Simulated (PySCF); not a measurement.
Cl₄Ti, charge +1, doublet, at a GFN2-xTB geometry (such geometries of metal compounds can be far from the true shape) (the multiplicity is a formal guess); DF-HF/STO-3G in PySCF.

PySCF was given this input:
```python
from pyscf import gto, scf

mol = gto.M(
    atom='''
Ti    0.00000000   -0.00000000   -0.00000000
Cl    1.69747891   -0.53617898   -1.16148900
Cl    0.61687574    0.47973787    1.97668792
Cl   -0.95238075    1.68724787   -0.87415377
Cl   -1.36197391   -1.63080675    0.05895485
''',
    basis='sto-3g',
    charge=1,
    spin=1,
    verbose=4,
)

mf = scf.UHF(mol)
mf = mf.density_fit(auxbasis='def2-universal-jkfit')
mf.kernel()
```

What the program printed (banner, timings and long lists left out):

```
PySCF version 2.14.0

[INPUT] verbose = 4
[INPUT] num. atoms = 5
[INPUT] num. electrons = 89
[INPUT] charge = 1
[INPUT] spin (= nelec alpha-beta = 2S) = 1
[INPUT] symmetry False subgroup None
[INPUT] Mole.unit = angstrom
[INPUT] Symbol           X                Y                Z      unit          X                Y                Z       unit  Magmom
[INPUT]  1 Ti     0.000000000000   0.000000000000   0.000000000000 AA    0.000000000000   0.000000000000   0.000000000000 Bohr   0.0
[INPUT]  2 Cl     1.697478910000  -0.536178980000  -1.161489000000 AA    3.207770242125  -1.013231425949  -2.194896106695 Bohr   0.0
[INPUT]  3 Cl     0.616875740000   0.479737870000   1.976687920000 AA    1.165726201488   0.906573185882   3.735398802536 Bohr   0.0
[INPUT]  4 Cl    -0.952380750000   1.687247870000  -0.874153770000 AA   -1.799738783808   3.188436378556  -1.651911216056 Bohr   0.0
[INPUT]  5 Cl    -1.361973910000  -1.630806750000   0.058954850000 AA   -2.573757678703  -3.081778119592   0.111408520215 Bohr   0.0

nuclear repulsion = 636.802463823439
number of shells = 28
number of NR pGTOs = 162
number of NR cGTOs = 54
basis = sto-3g
ecp = {}

******** <class 'pyscf.df.df_jk.DFUHF'> ********
method = DFUHF
initial guess = minao
damping factor = 0
level_shift factor = 0
DIIS = <class 'pyscf.scf.diis.CDIIS'>
diis_start_cycle = 1
diis_space = 8
diis_damp = 0
SCF conv_tol = 1e-09
SCF conv_tol_grad = None
SCF max_cycles = 50
direct_scf = False
number electrons alpha = 45  beta = 44
Set gradient conv threshold to 3.16228e-05
******** <class 'pyscf.df.df.DF'> ********
auxbasis = def2-universal-jkfit
init E= -2656.64385478712

cycle= 1 E= -2657.95783740612  delta_E= -1.31  |g|= 0.45  |ddm|=  2.3
cycle= 2 E= -2658.03007911453  delta_E= -0.0722  |g|= 0.415  |ddm|= 1.34
cycle= 3 E= -2658.14037456765  delta_E= -0.11  |g|= 0.0274  |ddm|= 0.561
cycle= 4 E= -2658.14259342142  delta_E= -0.00222  |g|= 0.0154  |ddm|= 0.102
cycle= 5 E= -2658.14406521201  delta_E= -0.00147  |g|= 0.00807  |ddm|= 0.118
cycle= 6 E= -2658.1445896581  delta_E= -0.000524  |g|= 0.00517  |ddm|= 0.0766
cycle= 7 E= -2658.14488888039  delta_E= -0.000299  |g|= 0.00356  |ddm|= 0.0631
cycle= 8 E= -2658.1450495958  delta_E= -0.000161  |g|= 0.00202  |ddm|= 0.0603
cycle= 9 E= -2658.14508555398  delta_E= -3.6e-05  |g|= 0.00192  |ddm|= 0.0176
cycle= 10 E= -2658.14510826256  delta_E= -2.27e-05  |g|= 0.00179  |ddm|= 0.0117
cycle= 11 E= -2658.14515560899  delta_E= -4.73e-05  |g|= 0.00168  |ddm|= 0.0248
cycle= 12 E= -2658.14523263254  delta_E= -7.7e-05  |g|= 0.00161  |ddm|= 0.0429
cycle= 13 E= -2658.14526615481  delta_E= -3.35e-05  |g|= 0.0016  |ddm|= 0.0191
cycle= 14 E= -2658.14528895899  delta_E= -2.28e-05  |g|= 0.00161  |ddm|= 0.0128
cycle= 15 E= -2658.14532742123  delta_E= -3.85e-05  |g|= 0.00157  |ddm|= 0.0317
cycle= 16 E= -2658.14532337277  delta_E= 4.05e-06  |g|= 0.00134  |ddm|= 0.0273
cycle= 17 E= -2658.14536457102  delta_E= -4.12e-05  |g|= 0.0009  |ddm|= 0.0778
cycle= 18 E= -2658.14537934841  delta_E= -1.48e-05  |g|= 0.000616  |ddm|= 0.0482
cycle= 19 E= -2658.14538082548  delta_E= -1.48e-06  |g|= 0.000502  |ddm|= 0.0103
cycle= 20 E= -2658.14538603081  delta_E= -5.21e-06  |g|= 0.000392  |ddm|= 0.0193
cycle= 21 E= -2658.14538893787  delta_E= -2.91e-06  |g|= 0.000242  |ddm|= 0.0181
cycle= 22 E= -2658.14539012507  delta_E= -1.19e-06  |g|= 0.00018  |ddm|= 0.0109
cycle= 23 E= -2658.14539036199  delta_E= -2.37e-07  |g|= 0.000113  |ddm|= 0.00247
cycle= 24 E= -2658.14539051244  delta_E= -1.5e-07  |g|= 0.00011  |ddm|= 0.00785
cycle= 25 E= -2658.1453906436  delta_E= -1.31e-07  |g|= 6.97e-05  |ddm|= 0.00251
cycle= 26 E= -2658.14539073322  delta_E= -8.96e-08  |g|= 4.78e-05  |ddm|= 0.0016
cycle= 27 E= -2658.14539079667  delta_E= -6.34e-08  |g|= 2.62e-05  |ddm|= 0.00189
cycle= 28 E= -2658.14539080583  delta_E= -9.17e-09  |g|= 1.77e-05  |ddm|= 0.000603
cycle= 29 E= -2658.14539081001  delta_E= -4.17e-09  |g|= 1.65e-05  |ddm|= 0.000422
cycle= 30 E= -2658.1453908099  delta_E= 1.06e-10  |g|= 1.56e-05  |ddm|= 0.000136
Extra cycle  E= -2658.14539081102  delta_E= -1.12e-09  |g|= 1.57e-05  |ddm|= 6.64e-05
converged SCF energy = -2658.14539081102  <S^2> = 0.80974286  2S+1 = 2.0588763
```
